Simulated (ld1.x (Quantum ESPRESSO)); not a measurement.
What one change does to a pseudopotential (technetium (Tc), PAW)

technetium, PAW, made with ld1.x (Quantum ESPRESSO) 7.5 (LDA (PZ), scalar-relativistic). Core [Ar] 3d10 4s2, reference 4p6 4d5 5s2 5p0. Waves: 5s (bound): rcut 2.75, rcutus 2.95 bohr; 5s channel at 1.4 Ry: rcut 2.75, rcutus 2.95 bohr; 4p (bound): rcut 1.95, rcutus 2.35 bohr; 5p (bound, empty): rcut 1.95, rcutus 2.35 bohr; 4d (bound): rcut 2.10, rcutus 2.55 bohr; 4d channel at 3.65 Ry: rcut 2.10, rcutus 2.55 bohr. Local part: all-electron potential smoothed inside 2.00 bohr (lloc = -2). Core correction: a·sin(br)/r model core, default radius (ld1.x builds one for every PAW set, though the input has nlcc=.false.). Augmentation charge: BESSEL, radius 2.00 bohr.

Change: waves 5s (bound): rcut 2.75, rcutus 3.04 bohr; 5s channel at 1.4 Ry: rcut 2.75, rcutus 3.04 bohr.

Cutoffs: the cutoffs (Ry, on a coarse ladder) from which the occupation-weighted sum of valence levels, in a spherical-Bessel basis at the reference potential, stays within 10 and 1 mRy of its value at 400 Ry; they do not see the model core or the augmentation charge, which bear on the density cutoff. Errors are all-electron minus pseudo energies relative to the spin-unpolarised reference configuration.

Predict the effect on cutoff, ghosts and configuration errors.

The potential gets neither clearly harder nor softer (18 Ry and 30 Ry → 18 Ry and 30 Ry); of the 9 tests that both files solve, the error grows in 2 and shrinks in 1 by more than 15 % and 0.3 meV (median size 14.8 → 14.9 meV); neither file shows a bound ghost.

| quantity | base | changed |
| --- | --- | --- |
| cutoff, loose | 18 Ry | 18 Ry |
| cutoff, tight | 30 Ry | 30 Ry |
| bound ghosts | none | none |
| error for 4p6 4d5 5s1 5p0, meV [ΔE 8.43 eV] | -3.3 | -3.1 |
| error for 4p6 4d5 5s0 5p0, meV [ΔE 23.63 eV] | -17 | -17 |
| error for 4p6 4d4 5s0 5p0, meV [ΔE 52.56 eV] | -34 | -36 |
| error for 4p6 4d3 5s0 5p0, meV [ΔE 94.79 eV] | -93 | -97 |
| error for 4p6 4d6 5s0 5p0, meV [ΔE 6.55 eV] | +9.5 | +11 |
| error for 4p5 4d5 5s2 5p0, meV [ΔE 51.56 eV] | -15 | -7.2 |
| error for 4p6 4d4 5s2 5p1, meV [ΔE 6.60 eV] | +13 | +15 |
| error for 4p6 4d5 5s2 5p0 (spin-polarised), meV [ΔE -3.49 eV] | -10 | -10 |
| error for 4p6 4d5 5s1 5p0 (spin-polarised), meV [ΔE 3.83 eV] | -15 | -15 |
| lowest overlap eigenvalue by channel | s 0.51, p 0.77, d 0.76 | s 0.52, p 0.77, d 0.76 |
